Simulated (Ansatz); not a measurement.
Spectroscopic constants of TaGe, multiplicity 6 (an upper state: multiplicity 4 came lower at CCSD(T)/def2-TZVPP on PBE0 minima). No spin–orbit coupling. Ge is treated without relativity. The T1 diagnostic near the minimum is 0.058, so single-reference values are doubtful.

Constants: fifth-degree fit in 1/R to seven points, most abundant isotopes. In def2 and cc sets the state is the lowest found near the PBE0 minimum, followed along R.

Codes used: Ansatz (a quantum-chemistry and plane-wave program). Each number belongs to the level named beside it. In def2 rows elements past Kr take small-core potentials, without spin–orbit coupling.

| level | r_e (Å) | ω_e (cm⁻¹) | ω_e x_e (cm⁻¹) | dipole (D) |
|---|---|---|---|---|
| PBE/def2-TZVPP | 2.533 | [?] | 0.50 | 1.75 |
| PBE0/def2-TZVPP | 2.504 | 251 | 0.50 | 2.48 |
| wB97X-V/def2-TZVPP | [?] | [?] | 0.62 | 3.01 |

Complete the blanks.


- wB97X-V/def2-TZVPP, r_e (Å): 2.494
- wB97X-V/def2-TZVPP, ω_e (cm⁻¹): 257
- PBE/def2-TZVPP, ω_e (cm⁻¹): 236
